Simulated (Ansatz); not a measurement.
Isolated molecules relaxed with PBE0-D4/def2-TZVP in Ansatz; ΔE leaves out vibrations. CCSD(T)/CBS adds triple-zeta CCSD(T) − MP2 to the extrapolated MP2 energy (def2 sets, frozen cores). Functionals use def2-TZVPP. B3LYP here is the variant with VWN-RPA as its local correlation; programs differ in this. For Ge outer-core shells are correlated without core-valence functions, which leaves a few kJ/mol of doubt a bond. Scalar relativity is left out up to krypton.

Reaction (isomerisation): `[SiH3]C#[C][GeH3]` → `[SiH3][C]1=[CH][GeH2]1`

`[SiH3]C#[C][GeH3]`:

Cartesian coordinates in Å:
```
Si 0.717 -2.353 0.004
C 0.190 -0.608 0.001
C -0.163 0.553 -0.001
Ge -0.722 2.371 -0.004
H 1.474 -2.641 -1.239
H 1.581 -2.605 1.182
H -0.480 -3.227 0.069
H -0.100 3.072 -1.217
H -0.245 3.030 1.296
H -2.252 2.409 -0.091
```

`[SiH3][C]1=[CH][GeH2]1`:

Cartesian coordinates in Å:
```
Si -0.369 1.451 0.973
C 0.059 -0.119 0.107
C 0.527 -1.340 0.324
Ge 0.174 -1.144 -1.533
H -0.112 1.359 2.437
H 0.445 2.555 0.401
H -1.806 1.752 0.746
H 0.860 -1.908 1.185
H 1.322 -0.872 -2.504
H -1.100 -1.734 -2.135
```

```csv
level,ΔE (kcal/mol),difference from CCSD(T)/CBS
PBE-D4,11.1,-4.5
r2SCAN-D4,13.5,-2.1
PBE0-D4,11.6,-4.0
B3LYP-D4,16.8,1.2
ωB97X-V,15.2,-0.4
ωB97M-V,15.5,-0.1
r2SCAN,13.6,-2.0
PBE0,12.1,-3.5
B3LYP,17.9,2.3
MP2/def2-TZVPP,17.6,2.0
CCSD(T)/def2-TZVPP,17.5,1.9
HF/def2-QZVPP,25.0,9.4
MP2/def2-QZVPP,16.4,0.8
SCS-MP2/def2-QZVPP,19.0,3.4
HF/CBS(def2),25.0,9.4
CCSD/CBS(def2),16.7,1.1
CCSD(T)/CBS,15.6,0
```

Largest T1 diagnostic among the species: 0.013.

In def2-TZVPP, CCSD(T) changes the Hartree–Fock value by −7.5 kcal/mol (the triples alone add −1.1 kcal/mol) and MP2 by −7.5 kcal/mol. The D4 term adds −1.1 kcal/mol with B3LYP and −0.6 kcal/mol with PBE0; it sums over pairs of atoms, weighted by their polarisabilities, and B3LYP, whose exchange is more repulsive, gets the larger term.
